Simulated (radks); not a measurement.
The numbers below are computed, except where a source is named.
Zr IX, configuration [Ar] 3d10 4s2 4p(1/2: 1, 3/2: 1) (the NIST ground configuration).

Level of theory: Dirac Kohn-Sham, BLYP, spin-unpolarised, spherical densities, finite nucleus; Fermi nuclear charge, rms radius 4.2694 fm (a radial shooting solver on a logarithmic mesh with Libxc functionals).

Energy parts (hartree):
part                       energy
total                 -3580.96128
kinetic                3701.44651
electron-nucleus      -8489.03183
Hartree                1317.23045
exchange-correlation   -110.60641

Orbitals (lengths in bohr, moments of r in powers of bohr; <r^-3> diverges for s and p1/2):
orbital  occ.  eigenvalue (hartree)  <r^-3>      <r^4>     <r^2>  small-component weight
1s1/2       2             -659.8053       -  8.868e-06  0.001852                2.12e-02
2s1/2       2             -95.55126       -   0.001670   0.03109                4.31e-03
2p1/2       2             -87.90346       -   0.001118   0.02358                4.31e-03
2p3/2       4             -84.74348    2037   0.001239   0.02496                4.18e-03
3s1/2       2             -19.55839       -    0.08906    0.2394                1.13e-03
3p1/2       2             -16.70763       -    0.09377    0.2392                1.07e-03
3p3/2       4             -16.20035   331.0     0.1022    0.2499                1.04e-03
3d3/2       4             -11.17126   47.21     0.1117    0.2396                9.29e-04
3d5/2       6             -11.07780   45.22     0.1148    0.2431                9.19e-04
4s1/2       2              -6.15376       -      2.765     1.386                2.94e-04
4p1/2       1              -5.28741       -      3.608     1.569                2.63e-04
4p3/2       1              -5.19587   60.26      3.842     1.621                2.57e-04

The highest occupied level is 4p3/2 at -141.39 eV. The electron density at the nucleus is 7.482e+04 e/bohr^3. Summed over all electrons, <r^2> = 10.55 bohr^2, which gives a Langevin (diamagnetic) susceptibility term of -8.36 x 10^-6 cm^3/mol. For comparison, the ionisation energy in NIST's Atomic Spectra Database is 153 eV (theoretical). In exact Kohn-Sham theory the highest level is minus the ionisation energy, but local and semilocal functionals leave it too shallow, through self-interaction and a potential that decays too fast; potentials with the right tail come closer.

Beside tabulated values, note that spin-unpolarised runs miss the spin-polarisation part of the exchange energy of open shells.
